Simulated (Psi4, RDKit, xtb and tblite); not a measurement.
Torsional profile of CH7FGeSi, SMILES FC[SiH2][GeH3]. Scanned: dihedral F1–C2–Si3–Ge4; all other coordinates were relaxed at GFN2-xTB. Points at φ and −φ are mirror images. Heavy atoms are numbered in the order of the SMILES FC[SiH2][GeH3], hydrogens after them in the order of the atoms that carry them; the mirror image has the same energies with the sign of each dihedral reversed. Each profile is relative to its own lowest point.

```json
[
 {"φ / °": "-150", "A": "3.8", "B": "3.8", "C": "8.2"},
 {"φ / °": "-120", "A": "8.2", "B": "8.0", "C": "10.6"},
 {"φ / °": "-90", "A": "4.4", "B": "3.9", "C": "8.4"},
 {"φ / °": "-60", "A": "0.6", "B": "2.0", "C": "4.4"},
 {"φ / °": "-30", "A": "4.9", "B": "15.1", "C": "0.9"},
 {"φ / °": "0", "A": "8.2", "B": "21.8", "C": "0.0"},
 {"φ / °": "30", "A": "4.9", "B": "15.1", "C": "0.9"},
 {"φ / °": "60", "A": "0.6", "B": "2.0", "C": "4.4"},
 {"φ / °": "90", "A": "4.4", "B": "3.9", "C": "8.4"},
 {"φ / °": "120", "A": "8.2", "B": "8.0", "C": "10.6"},
 {"φ / °": "150", "A": "3.8", "B": "3.8", "C": "8.2"},
 {"φ / °": "180", "A": "0.0", "B": "0.0", "C": "6.2"}
]
```

Energies in kJ/mol.

Problem. Match the curves with the methods xtb and tblite with GFN2-xTB; PBE0/def2-TZVP // GFN2-xTB (Psi4); RDKit 2026.03.6 with UFF // GFN2-xTB.

Solution. A is PBE0/def2-TZVP; B is UFF; C is GFN2-xTB.
